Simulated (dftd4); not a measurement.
Br2Si, charge -1, doublet, geometry from GFN2-xTB (a state made from the parent by changing its charge; the spin is typed, not shown lowest); D4 for wb97x (dftd4).

Input for dftd4:
```
$ dftd4 mol.xyz --func wb97x --charge -1 --json dftd4.json --noedisp --property

# file mol.xyz
3

Si    -0.02533964    -0.00465700     1.31997514
Br     1.11399650    -1.69753432    -0.24869921
Br    -1.10386065     1.69939712    -0.27929084
```

Output, abridged:

```
                    ____  _____ _____     ____  _  _
      -------------|  _ \|  ___|_   _|---|  _ \| || |------------
     |             | | | | |_    | | ___ | | | | || |_           |
     |             | |_| |  _|   | ||___|| |_| |__   _|          |
     |             |____/|_|     |_|     |____/   |_|            |
     |             ===================================           |
     |            E. Caldeweyher, S. Ehlert & S. Grimme          |
     |          Mulliken Center for Theoretical Chemistry        |
     |                    University of Bonn                     |
      -----------------------------------------------------------

Rational (Becke-Johnson) damping: wb97x-D4-ATM
---------------------
  s6         1.0000
  s8         0.5093
  s9         1.0000
  a1         0.0662
  a2         5.4487
 alp        16.0000
--------------------

Atomic data, radii in Ångström:
------------------------------------------------------
   Z          R(cov)      r4/r2   hardness         EN
------------------------------------------------------
  14 Si       1.3867     2.5839     0.3054     1.9000
  35 Br       1.5200     2.4294     0.4345     2.9600
------------------------------------------------------

Atomic reference systems (in atomic units):
----------------------------------------------------------------------------
   Z        #      CN     q+Z       C6(AA)   #      CN     q+Z       C6(AA)
----------------------------------------------------------------------------
  14 Si     1  0.0000 14.0000     321.4498   2  0.8915 14.0165     270.4983
            3  1.8234 13.9936     236.2774   4  2.8003 13.9692     228.3542
            5  3.6668 13.9341     158.2713
  35 Br     1  0.0000 35.0000     167.8010   2  0.8714 34.8551     184.6349
----------------------------------------------------------------------------

Atomic properties (in atomic units):
----------------------------------------------------------------------------
     #    Z              CN          q      C6(AA)        C8(AA)   alpha(0)
----------------------------------------------------------------------------
     1   14 Si       1.4790     0.1352    234.5738    16778.2775    31.9806
     2   35 Br       0.7397    -0.5676    196.1790    12404.2021    22.5948
     3   35 Br       0.7397    -0.5676    196.1790    12404.2021    22.5948
----------------------------------------------------------------------------

Molecular properties (in atomic units):
----------------------------------------
 molecular C6                1852.2168
 molecular C8              122409.3879
----------------------------------------

Dispersion energy:      -1.5463786043490E-02 Eh

[Info] JSON dump of results written to 'dftd4.json'
```
